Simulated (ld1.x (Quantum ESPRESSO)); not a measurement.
**V (Z = 23): one change to a PAW potential, before and after**

```json
{
 "Element": "V (Z = 23)",
 "Generator": "ld1.x (Quantum ESPRESSO) 7.5",
 "Type": "PAW",
 "Functional": "PBE",
 "Relativity": "non-relativistic",
 "Frozen core": "[Ar]",
 "Valence charge": "5",
 "Reference configuration": "3d3 4s2 4p0",
 "Partial waves": "4s (bound): rcut 2.85, rcutus 3.00 bohr; 4s channel at 0.9 Ry: rcut 2.85, rcutus 3.00 bohr; 4p (bound, empty): rcut 3.80, rcutus 4.15 bohr; 4p channel at 1.35 Ry: rcut 3.80, rcutus 4.15 bohr; 3d (bound): rcut 1.65, rcutus 2.10 bohr; 3d channel at 0.2 Ry: rcut 1.65, rcutus 2.10 bohr",
 "Local potential": "all-electron potential smoothed inside 4.15 bohr (lloc = -2)",
 "Core correction": "a·sin(br)/r model core inside 1.80 bohr",
 "Augmentation charge": "BESSEL, radius 1.60 bohr"
}
```

Change: local potential all-electron potential smoothed inside 4.42 bohr (lloc = -2).

Cutoffs: the cutoffs (Ry, on a coarse ladder) from which the occupation-weighted sum of valence levels, in a spherical-Bessel basis at the reference potential, stays within 10 and 1 mRy of its value at 400 Ry; they do not see the model core or the augmentation charge, which bear on the density cutoff. Errors are all-electron minus pseudo energies relative to the spin-unpolarised reference configuration.

Problem. What does the change do?

Solution. The potential gets neither clearly harder nor softer (21 Ry and 35 Ry → 21 Ry and 35 Ry); of the 7 tests that both files solve, the error grows in 2 and shrinks in 0 by more than 15 % and 0.3 meV (median size 4.2 → 4.3 meV); neither file shows a bound ghost.

| quantity | base | changed |
| --- | --- | --- |
| cutoff, loose | 21 Ry | 21 Ry |
| cutoff, tight | 35 Ry | 35 Ry |
| bound ghosts | none | none |
| error for 3d3 4s1 4p0, meV [ΔE 7.66 eV] | -1.3 | -1.8 |
| error for 3d3 4s0 4p0, meV [ΔE 21.83 eV] | -10 | -10 |
| error for 3d2 4s0 4p0, meV [ΔE 50.90 eV] | -618 | -641 |
| error for 3d3 4s0 4p1, meV [ΔE 11.67 eV] | -4.2 | -4.3 |
| error for 3d2 4s2 4p1, meV [ΔE 5.99 eV] | -206 | -255 |
| error for 3d3 4s1 4p1, meV [ΔE 3.27 eV] | -0.7 | -0.9 |
| error for 3d3 4s0 4p2, meV [ΔE 6.69 eV] | -3.2 | -3.4 |
| lowest overlap eigenvalue by channel | s 0.47, p 0.64, d 1.00 | s 0.43, p 0.64, d 1.00 |
